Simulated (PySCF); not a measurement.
```xyz
4

Al     0.0000     0.0000     0.0002
H      1.5796    -0.0507     0.0003
H     -0.8336    -1.3426     0.0003
H     -0.7459     1.3933    -0.0007
```

Charge 0, multiplicity 1.

Task: Give the Mulliken and meta-Löwdin atomic charges from TPSSh-D3(BJ)/def2-TZVP // B3LYP-D3(BJ)/def2-TZVP (PySCF).

Result: 
| atom | Mulliken (e) | meta-Löwdin (e) |
|---|---|---|
| Al1 | 0.32 | 0.47 |
| H2 | -0.11 | -0.16 |
| H3 | -0.11 | -0.16 |
| H4 | -0.11 | -0.16 |
